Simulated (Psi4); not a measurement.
I$_{2}$Sn, singlet, geometry from GFN2-xTB (such geometries of metal compounds can be far from the true shape) (core potentials on I, Sn); PBE/def2-SV(P) run with Psi4 1.11.

Here is a job for Psi4.
```
memory 2 GB

molecule {
0 1
Sn   -0.00085342   -0.00395542    1.15473199
I     1.08671471   -1.84536015   -0.55020954
I    -1.08590960    1.84909168   -0.53916026
}

set {
  basis def2-sv(p)
}

energy('pbe')
print_variables()
```

**Question.** Predict the main parts of the log of this Psi4 run.

**Answer.** 
```
   => Loading Basis Set <=

    Name: DEF2-SV(P)
    Role: ORBITAL
    Keyword: BASIS

    !!!  WARNING: ECP capability is in beta. Please check occupations closely.  !!!

         ---------------------------------------------------------
                                   SCF
               by Justin Turney, Rob Parrish, Andy Simmonett
                          and Daniel G. A. Smith
                              RKS Reference
         ---------------------------------------------------------

  ==> Geometry <==

    Molecular point group: c2v
    Full point group: C2v

    Geometry (in Angstrom), charge = 0, multiplicity = 1:

       Center              X                  Y                   Z               Mass
    ------------   -----------------  -----------------  -----------------  -----------------
         SN          -0.000000000000     0.000000000000     1.154179797561   119.902201630000
         I            0.000000000000    -2.142976481624    -0.545247526476   126.904471900000
         I           -0.000000000000     2.142976481624    -0.545247526476   126.904471900000

  Running in c2v symmetry.

  Rotational constants: A =      0.07168  B =      0.01446  C =      0.01203 [cm^-1]
  Rotational constants: A =   2148.88897  B =    433.58622  C =    360.78900 [MHz]
  Nuclear repulsion =  289.996653999958994

  Charge       = 0
  Multiplicity = 1
  Electrons    = 72
  Nalpha       = 36
  Nbeta        = 36

  ==> Algorithm <==

  SCF Algorithm Type is DF.
  DIIS enabled.
  MOM disabled.
  Fractional occupation disabled.
  Guess Type is SAD.
  Energy threshold   = 1.00e-06
  Density threshold  = 1.00e-06
  Integral threshold = 1.00e-12

  ==> Primary Basis <==

  Basis Set: DEF2-SV(P)
    Blend: DEF2-SV(P)
    Number of shells: 30
    Number of basis functions: 78
    Number of Cartesian functions: 84
    Spherical Harmonics?: true
    Max angular momentum: 2

  Core potential: DEF2-SV(P)
    Number of shells: 12
    Number of ECP primitives: 76
    Number of ECP core electrons: 84
    Max angular momentum: 3

  ==> DFT Potential <==

   => LibXC <=

    Version 7.1.2
    S. Lehtola, C. Steigemann, M. J. T. Oliveira, and M. A. L. Marques,  SoftwareX 7, 1–5 (2018) (10.1016/j.softx.2017.11.002)

   => Composite Functional: PBE <=

    PBE GGA Exchange-Correlation Functional

    J.P. Perdew et. al., Phys. Rev. Lett., 77(18), 3865-3868, 1996

    Deriv               =              1
    GGA                 =           TRUE
[...]
   @DF-RKS iter   6:  -809.78891492379023   -9.36863e-04   2.57817e-04 DIIS/ADIIS
   @DF-RKS iter   7:  -809.78902539884234   -1.10475e-04   4.90580e-05 DIIS
   @DF-RKS iter   8:  -809.78902849740939   -3.09857e-06   6.58022e-06 DIIS
   @DF-RKS iter   9:  -809.78902856162586   -6.42165e-08   2.34221e-06 DIIS
   @DF-RKS iter  10:  -809.78902857225614   -1.06303e-08   1.03064e-07 DIIS
  Energy and wave function converged.

  ==> Post-Iterations <==

   Electrons on quadrature grid:
      Ntotal   =   71.9999644229 ; deviation = -3.558e-05

    Orbital Energies [Eh]
    ---------------------

    Doubly Occupied:

[...]
    Virtual:

[...]
    Final Occupation by Irrep:
             A1    A2    B1    B2
    DOCC [    14,    5,    6,   11 ]
    NA   [    14,    5,    6,   11 ]
    NB   [    14,    5,    6,   11 ]

  @DF-RKS Final Energy:  -809.78902857225614

   => Energetics <=

    Nuclear Repulsion Energy =            289.9966539999589941
    One-Electron Energy =               -1991.6135446884334215
    Two-Electron Energy =                 954.3320385857615520
    DFT Exchange-Correlation Energy =     -62.5041764695431254
    Empirical Dispersion Energy =           0.0000000000000000
    VV10 Nonlocal Energy =                  0.0000000000000000
    Total Energy =                       -809.7890285722561430

Computation Completed

Properties will be evaluated at   0.000000,   0.000000,   0.000000 [a0]

Properties computed using the SCF density matrix

 Multipole Moments:

 ------------------------------------------------------------------------------------
     Multipole            Electronic (a.u.)      Nuclear  (a.u.)        Total (a.u.)
 ------------------------------------------------------------------------------------

 L = 1.  Multiply by 2.5417464519 to convert [e a0] to [Debye]
 Dipole X            :          0.0000000            0.0000000            0.0000000
 Dipole Y            :          0.0000000            0.0000000            0.0000000
 Dipole Z            :          4.4369405           -3.5345830            0.9023575
 Magnitude           :                                                    0.9023575

 ------------------------------------------------------------------------------------

  Variable Map:
  ----------------------------------------------------------------------------
[...]
  Array Variable Map:
  ----------------------------------------------------------------------------
[...]
[...]
```
